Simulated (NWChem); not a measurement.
## Basis-set convergence for Cl$_{2}$Ge

```xyz
3

Ge     0.0000     0.0000    -0.7233
Cl    -1.7089     0.0000     0.6808
Cl     1.7089     0.0000     0.6808
```
Charge 0, spin multiplicity 1.

Everything below was run with NWChem. The geometry was optimised at B3LYP/def2-SVP, a minimum by its harmonic frequencies.

Quantity: vertical ionisation energy at the level ΔHF (Δ: difference of total energies, the cation a doublet at the parent's geometry with its hole in an orbital of symmetry a1 (C2v labels); it is the state that the SCF runs reached, from PBE0 orbitals for Hartree-Fock references, and need not be the lowest).

The Hamiltonian is non-relativistic. The Pople sets run with spherical d functions. The structure started from a generated list of species. The stability of the SCF solutions was not checked. Open-shell Hartree-Fock references start from PBE0 orbitals; any time given for them includes that run.

Costs are rough ratios of processor time within this set of runs, SCF included, with 3-21G as 1.

Question: In def2-QZVP the value is 9.67 eV. Among 3-21G, cc-pVDZ, pcseg-1, 6-311G**, cc-pVTZ, pcseg-2, def2-TZVP, def2-TZVPP, def2-TZVPD, which is the smallest basis within 0.2 eV of it?

Answer: cc-pVDZ, with 63 functions against 215 and about 10 % of the time (also within reach: 6-311G**, cc-pVTZ, pcseg-2, def2-TZVP, def2-TZVPP, def2-TZVPD). def2-QZVP isn't the basis-set limit itself, and a small set can land close by cancellation.

```csv
basis,functions,vertical ionisation energy (eV),relative cost
3-21G,48,10.09,1
cc-pVDZ,63,9.79,7
pcseg-1,63,9.90,under 3
6-311G**,96,9.83,under 3
cc-pVTZ,111,9.68,20
pcseg-2,111,9.71,6
def2-TZVP,122,9.68,5
def2-TZVPP,132,9.68,5
def2-TZVPD,146,9.68,8
def2-QZVP,215,9.67,60
```
